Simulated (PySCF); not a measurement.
# Shifts of the heteroatoms

Mapped SMILES: `[CH3:1][C@@H:2]1[CH2:3][C@@:4]([CH3:5])([C:6](=[O:7])[OH:8])[SiH2:9]1`; H(Xn) means a hydrogen on atom n. Ha(C3), Ha(Si9) are cis to C1 on the ring; Hb(C3), Hb(Si9) are trans to C1 on the ring.

- shielding tensors at PBE0/pcSseg-1 (GIAO)
- geometry from GFN2-xTB
- program: PySCF 2.14
- isolated molecule, non-relativistic, a single conformation, equivalent nuclei averaged

Task: Where does ²⁹Si resonate?

Result: 
| atoms | environment | σ (ppm) | δ (ppm) |
| --- | --- | --- | --- |
| Si9 | silicon bonded to 2 C, 2 H, in a 4-membered ring | 356.5 | -13.1 |

Shieldings were converted by a linear fit to measured shifts: ²⁹Si: δ = 279.94 − 0.822σ (rms 8.9 ppm, 72 shifts, 25.8 ppm with the 6 outliers that the fit left out vs TMS, solution or neat liquid). A few per cent of atoms miss by over 2 rms, more outside the fitted compound classes.

On a 600 MHz spectrometer ²⁹Si resonates near 119.2 MHz, so 1 ppm is 119.2 Hz.

Task: What are the ¹⁷O shifts?

Result: 
```csv
atoms,environment,σ (ppm),δ (ppm)
O7,carbonyl oxygen,-83.8,343.1
O8,acid hydroxyl oxygen,129.5,148.8
```

Shieldings were converted by a linear fit to measured shifts: ¹⁷O: δ = 266.70 − 0.911σ (rms 10.7 ppm, 155 shifts, 12.2 ppm with the 3 outliers that the fit left out vs liquid water, solution or neat liquid). A few per cent of atoms miss by over 2 rms, more outside the fitted compound classes.

On a 400 MHz spectrometer ¹⁷O resonates near 54.2 MHz, so 1 ppm is 54.2 Hz.

In solution the two oxygens of a carboxylic acid exchange roles by proton transfer and give one 17O line. Hydrogen bonding in solution shields acid and N–H amide carbonyl oxygens by tens of ppm.
